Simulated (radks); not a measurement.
Numerical settings for the oxygen ion O3+, [He] 2s2 2p1. All-electron calculation, scalar-relativistic Kohn-Sham, PBE, spin-unpolarised, spherical densities, point nucleus. Program: a radial shooting solver on a logarithmic mesh with Libxc functionals. The defaults (mesh step 0.008 in ln r, mesh end at 40 bohr or more with all orbitals vanishing there, Anderson mixing 0.5 over 9 steps, residual threshold near 1e-9 with the energy settled to 1e-9 hartree or 1e-11 of itself, here a cap of 77 iterations) give E = -71.1841 hartree and 2p at -64.957 eV in 13 iterations. Times are rough (one thread of a shared host). Changes against that run (0 stands for a change within the tolerance of the run):

| setting | iterations | converged | E (mhartree) | e(2p) (meV) | CPU (s) |
|---|---|---|---|---|---|
| mesh step in ln r 0.005 | 13 | yes | 0 | 0 | 0.06 |
| mesh step in ln r 0.003 | 13 | yes | 0 | 0 | 0.1 |
| mesh step in ln r 0.03 | 13 | yes | 0 | 0 | 0.02 |
| mesh end (bohr) 12 | 13 | yes | 0 | 0 | 0.04 |
| mesh end (bohr) 3 | 13 | yes | +11.4 | +377 | 0.04 |
| residual threshold 1e-13 | 17 | yes | 0 | 0 | 0.05 |
| residual threshold 0.1 | 8 | yes | 0 | -0.109 | 0.03 |
| mixing 0.2 | 15 | yes | 0 | 0 | 0.05 |
| linear mixing, mixing 1 | 16 | yes | 0 | 0 | 0.04 |
| linear mixing, mixing 0.05 | 77 | no | +0.0168 | -385 | 0.2 |
| mixing history 20 | 16 | yes | 0 | 0 | 0.05 |
| iteration cap 8 | 8 | no | 0 | +0.00364 | 0.02 |

Settings that end as converged yet miss the energy by more than 1 mhartree: mesh end (bohr) 3 (+0.0114 hartree). A mesh that ends early acts as a hard wall.
